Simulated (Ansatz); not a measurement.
BH3N (SMILES B[NH]) moved off its minimum; all values from Ansatz (an electronic-structure program), cores frozen in correlated methods. Open shells are unrestricted.
(charge 0, multiplicity 2)
```xyz
5

B     -0.6524     0.1089     0.0340
N      0.6083    -0.1410    -0.0190
H     -1.4771    -0.7263    -0.0209
H     -1.0340     1.2856     0.0988
H      1.5969    -0.1027    -0.0403
```

Forces at PBE/def2-TZVPP (eV/Å):

```json
[
 {"atom": "B1", "Fx": "-1.495", "Fy": "1.235", "Fz": "0.009"},
 {"atom": "N2", "Fx": "1.436", "Fy": "-0.444", "Fz": "-0.043"},
 {"atom": "H3", "Fx": "-0.712", "Fy": "-0.609", "Fz": "0.010"},
 {"atom": "H4", "Fx": "0.013", "Fy": "-0.212", "Fz": "0.032"},
 {"atom": "H5", "Fx": "0.758", "Fy": "0.030", "Fz": "-0.008"}
]
```

### Question
Give the forces (eV/Å), the total energy and the dipole at CCSD(T)/aug-cc-pVTZ.

### Answer

| atom | Fx | Fy | Fz |
|---|---|---|---|
| B1 | -2.734 | 1.502 | 0.036 |
| N2 | 2.500 | -0.568 | -0.079 |
| H3 | -0.444 | -0.514 | 0.021 |
| H4 | 0.211 | -0.430 | 0.023 |
| H5 | 0.467 | 0.010 | -0.001 |
Energy -81.1981 hartree, dipole 1.44 D.
